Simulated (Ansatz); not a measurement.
`CC([SiH3])I` + `N#CCCO` → `COCCC#N` + `[SiH3]CI`  (substitution at a C–C bond)

Computed with Ansatz on PBE0-D4/def2-TZVP structures; ΔE is electronic, products minus reactants. CCSD(T)/CBS adds triple-zeta CCSD(T) − MP2 to the extrapolated MP2 energy (def2 sets, frozen cores). Functionals use def2-TZVPP. Elements past krypton have def2 core potentials. For I outer-core shells are correlated without core-valence functions, which leaves a few kJ/mol of doubt a bond. One conformer a species, not always the lowest.

| species | ωB97X-V energy (Eh) |
| --- | --- |
| `CC([SiH3])I` | -667.58313 |
| `N#CCCO` | -247.30212 |
| `COCCC#N` | -286.60457 |
| `[SiH3]CI` | -628.26587 |

Problem. Work out ΔE.

Solution. ΔE = (-286.60457) + (-628.26587) − (-667.58313) − (-247.30212) = 0.01481 Eh = +38.9 kJ/mol. CCSD(T)/CBS gives +47.4 kJ/mol.

Largest T1 diagnostic among the species: 0.012.

The D4 term adds +3.0 kJ/mol with B3LYP and +1.4 kJ/mol with PBE0; it sums over pairs of atoms, weighted by their polarisabilities, and B3LYP, whose exchange is more repulsive, gets the larger term. In def2-TZVPP, CCSD(T) changes the Hartree–Fock value by +11.8 kJ/mol (the triples alone add +1.4 kJ/mol) and MP2 by +18.4 kJ/mol.

B3LYP here is the variant with VWN-RPA as its local correlation; programs differ in this.
